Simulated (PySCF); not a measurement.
CF₃NOSi, SMILES O=C=N[Si](F)(F)F.

Coordinates come from a r2SCAN-D4/def2-SVP optimisation. The values are those of a single conformer.

These are r2SCAN-D4/def2-SVP in PySCF 2.14.0 values and carry that method's errors.

Frequencies are harmonic and unscaled.

Modes within 1.5 cm⁻¹ of each other (mostly degenerate sets) share a row, with their intensities summed.

Computed normal modes with their intensities:
```csv
mode,ν (cm⁻¹),IR (km/mol),Raman (Å⁴/amu),depolarisation,moving atoms (share of kinetic energy)
1–2,51,0.1,4.1,0.75,"F 36 %, N 33 %, O 29 %"
3–4,249,0.0,0.3,0.75,"F 73 %, N 23 %"
5,331,51.6,2.5,0.54,"F 61 %, O 14 %, C 10 %, N 9 %"
6–7,362,85.4,1.0,0.75,"F 59 %, Si 22 %, N 16 %"
8–9,613,76.2,0.3,0.75,"C 72 %, O 15 %, N 13 %"
10,621,99.0,6.3,0.03,"F 39 %, Si 28 %, O 21 %, C 9 %"
11,883,295.1,1.8,0.00,"F 55 %, Si 40 %"
12–13,1013,400.8,1.1,0.75,"Si 50 %, F 50 %"
14,1561,83.6,21.3,0.24,"N 58 %, O 37 %"
15,2479,1294.2,0.1,0.51,"C 69 %, N 18 %, O 12 %"
```
